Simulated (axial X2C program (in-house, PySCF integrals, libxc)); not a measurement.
# What spin–orbit coupling does to ZnB⁺

Calculated with an axial X2C code built on PySCF integrals. Spin-free means the one-electron spin-free X2C Hamiltonian; two-component (2c) means X2C with spin–orbit coupling and atomic mean-field two-electron Coulomb and Gaunt terms, so the difference of the two also holds small scalar two-electron terms. Basis: Zn dyall-cv3z [9s10p6d3f2g], B dyall-v3z [7s6p2d1f] (cores contracted in-house); Gaussian nuclei, density fitting, unrestricted open shells. Masses: Zn 63.929 u, B 11.009 u.

Spin-free state: M_S = 0, Λ = 0 (closed shell); fragments Zn + B+ for PBE0, MP2, CCSD, CCSD(T), TPSSh; Zn+ + B for HF.

```json
{"level": "PBE0", "Re (Å)": "2.350", "ωe (cm⁻¹)": "327.5", "De (eV)": "1.957", "μ (D)": "2.01"}
{"level": "HF", "Re (Å)": "2.485", "ωe (cm⁻¹)": "290.2", "De (eV)": "0.976", "μ (D)": "1.78"}
{"level": "MP2", "Re (Å)": "2.332", "ωe (cm⁻¹)": "330.2", "De (eV)": "1.562", "μ (D)": "n/a"}
{"level": "CCSD", "Re (Å)": "2.359", "ωe (cm⁻¹)": "325.4", "De (eV)": "1.552", "μ (D)": "n/a"}
{"level": "CCSD(T)", "Re (Å)": "2.347", "ωe (cm⁻¹)": "330.2", "De (eV)": "n/a", "μ (D)": "n/a"}
{"level": "TPSSh", "Re (Å)": "2.340", "ωe (cm⁻¹)": "327.6", "De (eV)": "2.070", "μ (D)": "1.92"}
```

Correlated methods: 14 electrons correlated (number of frozen shells: Zn 3 s, 2 p; B 1 s), 226 virtual spin orbitals or spinors in MP2, 90 natural virtuals in coupled cluster.

Dipoles are positive if B is the positive end and refer to the centre of mass.

Two-component determinant lowest at the distance of the search:

Ω = 0 (closed shell); fragments Zn + B+ for PBE0, MP2, CCSD, CCSD(T), TPSSh; Zn+ + B for HF.

```json
{"level": "PBE0", "Re (Å)": "2.351", "ωe (cm⁻¹)": "327.4", "De (eV)": "1.957", "μ (D)": "2.01"}
{"level": "HF", "Re (Å)": "2.486", "ωe (cm⁻¹)": "290.1", "De (eV)": "0.942", "μ (D)": "1.78"}
{"level": "MP2", "Re (Å)": "2.333", "ωe (cm⁻¹)": "330.1", "De (eV)": "1.561", "μ (D)": "n/a"}
{"level": "CCSD", "Re (Å)": "2.359", "ωe (cm⁻¹)": "326.0", "De (eV)": "1.552", "μ (D)": "n/a"}
{"level": "CCSD(T)", "Re (Å)": "2.348", "ωe (cm⁻¹)": "330.9", "De (eV)": "n/a", "μ (D)": "n/a"}
{"level": "TPSSh", "Re (Å)": "2.340", "ωe (cm⁻¹)": "327.5", "De (eV)": "2.070", "μ (D)": "1.92"}
```

(1) From the two tables, how do the constants change at the CCSD(T) level (2c against spin-free)?

The state is a single determinant with fixed occupations, the lowest that a limited PBE0 search found. The closed shell is kept restricted, so the energy runs too high when the bond is stretched far. De is counted from the lowest determinant-based energies of the atoms at the same level, without counterpoise correction. De is not given where an atomic determinant may have missed its ground term or J level, or where the truncated virtual space spoils (T). CCSD and (T) use frozen natural virtuals with an MP2 correction for the truncation; (T) itself is uncorrected, so its De runs slightly low.

Results:

(1) At the CCSD(T) level Re rises by 0.001 Å and ωe rises by 0.7 cm⁻¹.
